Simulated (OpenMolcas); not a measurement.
# Cr2+: ligand-field states by method

Cr2+ with 6 ligands (fluoride) in octahedral coordination (Oh) at 2.11 Å. A charge of +0.667 e stands 3.2 Å behind each ligand. Ligand basis ANO-RCC-VDZP.

```json
{"Program": "OpenMolcas", "Basis": "ANO-RCC-VDZP [5s4p2d1f]", "Scalar Hamiltonian": "DKH2, point nucleus", "Active space": "4 electrons in 5 orbitals (3d)", "State averaging": "2S+1 = 5 even, 5 roots; 2S+1 = 3 even, 45 roots; 2S+1 = 1 even, 50 roots", "Spin-orbit coupling": "RASSI with atomic mean-field integrals over the reference wave functions"}
```

I. CASSCF
II. SS-CASPT2, IPEA 0.25 Eh, imaginary shift 0.1 Eh (closed shells correlated: 3s 3p and the ligand valence shells)

Spin-free states (labels of O, the rotations of Oh) in cm-1, each column counted from its own energy of the first state listed:

| State | Degeneracy | I | II |
| --- | --- | --- | --- |
| 5E | 2 | 0 | 0 |
| 5T2 | 3 | 7624 | 8310 |
| 3T1 | 3 | 14168 | 12190 |
| 3E | 2 | 19880 | 17770 |
| 3T1 | 3 | 20719 | 17320 |
| 3T2 | 3 | 21378 | 18190 |
| 3A2 | 1 | 23158 | 19360 |
| 3A1 | 1 | 24002 | 20220 |
| 1T2 | 3 | 24002 | 20220 |
| 1E | 2 | 24797 | 21530 |
| 3E | 2 | 27164 | 23280 |
| 3T1 | 3 | 27271 | 25580 |
| 3T2 | 3 | 28488 | 26580 |
| 1A1 | 1 | 28809 | 23110 |
| 1A2 | 1 | 29643 | 26380 |
| 3T1 | 3 | 29717 | 27610 |
| 1T2 | 3 | 29895 | 25870 |
| 1T1 | 3 | 31325 | 26750 |
| 3T2 | 3 | 34032 | 31370 |
| 3E | 2 | 35064 | 30390 |

From I to II, I's first state of the same spin (5T2) moves from 7624 to 8310 cm-1, by about +680 cm-1.

From I to II, I's first state of another spin (3T1) moves from 14168 to 12190 cm-1, by about -2000 cm-1.

I: A least-squares ligand-field fit to the states below 45000 cm-1, each weighted by its degeneracy and with a free common offset, gives 10Dq = 7977 cm-1, B = 1015 cm-1 and C = 3771 cm-1 (C/B = 3.72), with an rms deviation of 123 cm-1. The same method and metal basis give the free ion B = 1014 cm-1 (fit to its terms below 60000 cm-1, rms deviation 81 cm-1), so the nephelauxetic ratio is β = 1015 / 1014 = 1.00; it hangs on how both fits weigh the states, and computed free-ion B values tend to be too large, so β mixes covalency with correlation.

χT at 300 K: I 2.95, II 2.95 cm3 K/mol.

Roots that are degenerate in the reference are averaged as groups; the widest CASPT2 spread within a group is 230 cm-1 (the 3-fold group of multiplicity 5 near 8310 cm-1 above the lowest state of its run, II). Shifts and gaps below about the spread of the groups concerned are not significant. Over all roots computed the reference weight is 0.70 to 0.72 in II; a low but even weight reflects the number of correlated electrons. An orbital doublet at a regular site is open to a Jahn-Teller distortion, which this geometry leaves out. Ligand-to-metal charge-transfer states are missing. With no ligand orbital active B as a rule stays too high, so bands that hang on it stand too high and its fall with covalency is understated. Without dynamic correlation the repulsion within the d shell is too large (B by tens of per cent), so at a given field states of lower spin stand too high (holds for I). With metal d orbitals alone and no dynamic correlation the field as a rule comes out too small, by tens of per cent, by up to half for chloride and softer ligands (holds for I). These CASPT2 states fit no ligand-field parameters well, so their order and spin gaps are uncertain (holds for II). With one d shell and no ligand orbital active, 10Dq can be off by tens of per cent for divalent 3d ions, low with halides held by bare charges and at times high in hosts (holds for II). Free-ion shares, where given, are those of the reference states; single-state CASPT2 does not remix them (holds for II). No measured value stands beside these numbers; the geometry was imposed, not optimised, and the real ion may take another.
